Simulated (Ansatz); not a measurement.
This triplet is an excited state, 1.01 eV above the relaxed singlet at the level composite: frozen-core CCSD(T) with HF/cc-pVQZ and the correlation energy extrapolated as X^-3 from cc-pVTZ and cc-pVQZ, plus CCSDT(Q) minus CCSD(T) in cc-pVDZ // PBE0-D3(BJ)/def2-TZVP (Ansatz, a quantum-chemistry and plane-wave program).

Species: CH$_{4}$Si, SMILES `C[SiH]` (excited triplet) (charge 0, multiplicity 3).

Problem. Give a relaxed geometry from PBE0-D3(BJ)/def2-TZVP in Ansatz.

Solution. the end point of this relaxation (outside a Z-matrix the atoms follow the SMILES, hydrogens last).
Z-matrix (Å, degrees):
```
C
H 1 1.0915
H 1 1.0924 2 108.26
H 1 1.0925 2 108.26 3 -118.32
Si 1 1.8843 2 109.86 4 -120.83
H 5 1.4906 1 118.91 2 179.90
```
